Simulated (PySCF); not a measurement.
**Simulated absorption spectrum**

Species: C4H9FPSSi (charge +1).
Atom-mapped SMILES: `[CH3:1][S:2][CH2:3][P@@H+:4]1[C:5]([F:6])=[C:7]1[SiH3:8]` (hydrogens: H9, H10, H11 on C1; H12, H13 on C3; H14 on P4; H15, H16, H17 on Si8)

Level of theory: TDDFT CAM-B3LYP/def2-SVPD, vertical, gas phase, core orbitals frozen in the response in PySCF 2.14.0, density-fitted response routines. One conformer (not necessarily the lowest) at the GFN2-xTB geometry, without solvent, vibrations or thermal averaging. Torsions of this conformer, `[CH3:1][S:2][CH2:3][P@@H+:4]1[C:5]([F:6])=[C:7]1[SiH3:8]`: C1–S2–C3–P4 90°, S2–C3–P4–C5 130°.

Computed states:

```json
{"state": "S1", "E (eV)": "4.00", "f": "0.174"}
{"state": "S2", "E (eV)": "4.98", "f": "0.0009"}
{"state": "S3", "E (eV)": "5.07", "f": "0.0014"}
{"state": "S4", "E (eV)": "5.75", "f": "0.019"}
{"state": "S5", "E (eV)": "5.91", "f": "0.101"}
{"state": "S6", "E (eV)": "6.30", "f": "0.077"}
{"state": "S7", "E (eV)": "6.49", "f": "0.015"}
{"state": "S8", "E (eV)": "6.62", "f": "0.018"}
```

Each state is given a Gaussian of 0.25 eV full width at half maximum, with ε(max) = 2.175×10⁸ f / Δν̃ (Δν̃ the width in cm⁻¹). The width is an assumption, not a result. The curve ends short of the highest state used, and states not computed would add to its high-energy end.

Q: What does the envelope look like, and where are its maxima?

A: 
λ (nm), ε (L mol⁻¹ cm⁻¹) and a bar:
```
    206.0       6859 ###########
    210.7      11373 ##################
    215.4       5759 #########
    220.1       1530 ##
    224.8        209 
    229.5         13 
    234.2         17 
    238.9         93 
    243.6        204 
    248.3        210 
    253.0        113 
    257.7         34 
    262.5          6 
    267.2          1 
    271.9          0 
    276.6          1 
    281.3         10 
    286.0        112 
    290.7        745 #
    295.4       3077 #####
    300.1       8241 #############
    304.8      14849 ########################
    309.5      18634 ##############################
    314.2      16807 ###########################
    318.9      11212 ##################
    323.6       5679 #########
    328.3       2237 ####
    333.0        701 #
    337.8        172 
    342.5         36
```

Maxima: 310 nm (3.99 eV), ε about 19000, made up of S1 (100%); 246 nm (5.04 eV), ε about 230, made up of S2 (36%) and S3 (64%); 210 nm (5.90 eV), ε about 12000, made up of S5 (94%) (ε in L mol⁻¹ cm⁻¹; maxima over ε = 5, shares over 10%).

Q: What would ε be at 3.99 eV, the highest of these maxima, with half the width (0.125 eV)?

A: About 37300 L mol⁻¹ cm⁻¹ against 18700, a factor of about 1.99; a lone state at its own centre would give exactly 2.

Q: Does any computed singlet lie in the visible range?

A: No computed singlet lies in the visible range (380 to 750 nm); the lowest, at 310 nm, stands 0.73 eV above its violet end (3.26 eV); a Tamm–Dancoff triplet lies at 395 nm, without intensity as long as spin–orbit coupling is left out.

Q: On this curve, what absorbance would a 10⁻⁵ mol/L sample give at 254 nm over a 1 cm path?

A: 254 nm is 4.881 eV, where ε is about 92 L mol⁻¹ cm⁻¹, so A = ε c l ≈ 0.00092 (Beer–Lambert, with the gas-phase spectrum and the assumed width).
